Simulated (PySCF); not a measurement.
H₂O, SMILES [OH2+], charge +1, multiplicity 2.

The structure is a stationary point at PBE0-D3(BJ)/def2-TZVPD.

Computed with PBE0-D3(BJ)/def2-TZVPD (PySCF).

Frequencies are harmonic and unscaled.

| mode | ν (cm⁻¹) | IR (km/mol) | moving atoms (share of kinetic energy) |
|---|---|---|---|
| 1 | 1450 | 171.0 | H 92 % |
| 2 | 3372 | 118.0 | H 96 % |
| 3 | 3417 | 462.3 | H 92 % |
